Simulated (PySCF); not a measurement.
# LaH₃: core potential against all electrons

Base calculation in PySCF with density fitting and no spin–orbit coupling, PBE0/def2-TZVP (scalar-relativistic core potentials): singlet, C3v, La–H 2.116 Å (×3); H–La–H 110.8° (×3); wavenumbers 321, 507 (×2), 1367 (×2), 1428 cm⁻¹; dipole moment 4.84 D, gap between the highest occupied and lowest empty levels 4.75 eV, polar-tensor charge of La 1.69 e.

**Question.** What changes on going to PBE0/x2c-TZVP (spin-free X2C)?

**Answer.** The point group stays the same. Changes: mean bond to La -0.023 Å, smallest bond angle +1.8 degrees, highest wavenumber -5 cm⁻¹, lowest wavenumber -32 cm⁻¹, dipole moment -0.54 D, gap between the highest occupied and lowest empty levels +0.03 eV, polar-tensor charge of La +0.03 e. The new structure has La–H 2.093 Å (×3); H–La–H 112.6° (×3), with wavenumbers 289, 526 (×2), 1345 (×2), 1423 cm⁻¹.

Only the bonding shown was studied: isomers, or loss of a ligand pair, can lie lower.
